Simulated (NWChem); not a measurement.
Dipole moment of AlCl

```
Al
Cl 1 2.1469
```
Charge 0, spin multiplicity 1.

Everything below was run with NWChem. All single points use one geometry, from PBE0/def2-SVP, a minimum by its harmonic frequencies.

Basis set: aug-cc-pVDZ. The CCSD dipole comes from the Λ equations, without orbital relaxation.

The correlated methods keep 10 core orbitals frozen. B3LYP has NWChem's definition, with VWN1-RPA local correlation. The structure started from a generated list of species. Coupled-cluster values serve here as a point of comparison, not as the truth.

```json
[
 {"method": "BHandHLYP", "dipole moment (D)": "?"},
 {"method": "PBE", "dipole moment (D)": "?"},
 {"method": "CCSD", "dipole moment (D)": "?"},
 {"method": "B3LYP", "dipole moment (D)": "1.69"},
 {"method": "HF", "dipole moment (D)": "?"}
]
```

Task: Some entries are withheld; supply them.

Result: 
- BHandHLYP, dipole moment (D): 1.76
- PBE, dipole moment (D): 1.52
- CCSD, dipole moment (D): 1.65
- HF, dipole moment (D): 1.63
